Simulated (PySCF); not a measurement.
SeF4, SMILES F[Se](F)(F)F. Atoms are numbered in the order given.

```xyz
5

Se     0.0000     0.0000     0.3264
F      1.1538     1.1538    -0.3083
F      1.1538    -1.1538    -0.3083
F     -1.1538    -1.1538    -0.3083
F     -1.1538     1.1538    -0.3083
```
Charge 0, spin multiplicity 1.

Coordinates come from a PBE0-D3(BJ)/def2-SVP optimisation. The geometry has at least one imaginary mode, so it is a saddle point at that level. The isomer is the one that the SMILES or the coordinates give; other isomers of the formula were not compared.

Level of theory: HF/pcSseg-1 (PySCF).

GIAO shieldings, no solvent; atoms alike by connectivity are averaged. δ = σ(ref) − σ: ⁷⁷Se against Me2Se (σ = 1942.8 ppm); ¹⁹F against CFCl3 (σ = 238.5 ppm), references at their B3LYP-D3(BJ)/def2-TZVP geometries, non-relativistic.

Computed chemical shifts:
```
nucleus           atoms  count  δ (ppm)
-------  --------------  -----  -------
⁷⁷Se                Se1      1    978.0
¹⁹F      F2, F3, F4, F5      4     75.4
```
